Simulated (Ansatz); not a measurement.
`F[Si]1([SeH])CO1` and `O[Si]1(F)CO1` differ in one atom or group.

Ansatz, PBE0-D4/def2-TZVP geometries, multiplicity 1. Each molecule was computed in one conformer, which needn't be the lowest.

Scalar relativity is left out up to krypton.

```tsv
property	`F[Si]1([SeH])CO1`
HOMO energy (B3LYP/def2-TZVPP) / eV	-7.32
HOMO energy (ωB97M-V/def2-TZVPP) / eV	-9.71
LUMO energy (B3LYP/def2-TZVPP) / eV	-0.83
HOMO–LUMO gap (PBE0/def2-TZVPP) / eV	6.95
LUMO energy (PBE/def2-TZVPP) / eV	-1.49
size of the dipole moment (ωB97M-V/def2-TZVPP) / D	2.01
```

Problem. Give the same properties after the change, and the shifts. (An estimate is asked.)

Solution. Ansatz gave: 
```tsv
property	`O[Si]1(F)CO1`	shift
HOMO energy (B3LYP/def2-TZVPP) / eV	-7.77	-0.45
HOMO energy (ωB97M-V/def2-TZVPP) / eV	-10.29	-0.58
LUMO energy (B3LYP/def2-TZVPP) / eV	-0.34	0.49
HOMO–LUMO gap (PBE0/def2-TZVPP) / eV	8.01	1.06
LUMO energy (PBE/def2-TZVPP) / eV	-0.95	0.54
size of the dipole moment (ωB97M-V/def2-TZVPP) / D	2.40	0.39
```

With PBE0 the HOMO falls by 0.45 eV and the LUMO rises by 0.61 eV, so the gap widens by about 1.06 eV. PBE moves the HOMO by -0.25 eV and ωB97M-V by -0.58 eV. Dipoles are sizes alone; their direction can turn.

B3LYP here is the variant with VWN-RPA as its local correlation; programs differ in this.

Spin–orbit coupling is left out; it splits and shifts lone-pair levels of the heavy atoms by tenths of an eV.
